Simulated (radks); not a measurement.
Species: I3+. Configuration: [Kr] 4d10 5s2 5p(1/2: 2, 3/2: 0). Method: Dirac Kohn-Sham, BLYP, spin-unpolarised, spherical densities, finite nucleus; Fermi nuclear charge, rms radius 4.75 fm; computed with a radial shooting solver on a logarithmic mesh with Libxc functionals.

Spin-orbit splittings of the eigenvalues, e(l+1/2) - e(l-1/2), with zeta = 2 splitting/(2l+1) and mean radii in bohr:

[
 {"shell": "2p", "occ.": "6", "splitting (eV)": "298.9", "zeta (eV)": "199.3", "<r> j=l-1/2": "0.09845", "<r> j=l+1/2": "0.1041"},
 {"shell": "3p", "occ.": "6", "splitting (eV)": "56.23", "zeta (eV)": "37.49", "<r> j=l-1/2": "0.3040", "<r> j=l+1/2": "0.3156"},
 {"shell": "3d", "occ.": "10", "splitting (eV)": "11.83", "zeta (eV)": "4.731", "<r> j=l-1/2": "0.2865", "<r> j=l+1/2": "0.2901"},
 {"shell": "4p", "occ.": "6", "splitting (eV)": "11.00", "zeta (eV)": "7.333", "<r> j=l-1/2": "0.7720", "<r> j=l+1/2": "0.8002"},
 {"shell": "4d", "occ.": "10", "splitting (eV)": "1.731", "zeta (eV)": "0.6923", "<r> j=l-1/2": "0.9102", "<r> j=l+1/2": "0.9213"},
 {"shell": "5p", "occ.": "2", "splitting (eV)": "1.444", "zeta (eV)": "0.9628", "<r> j=l-1/2": "2.075", "<r> j=l+1/2": "2.146"}
]
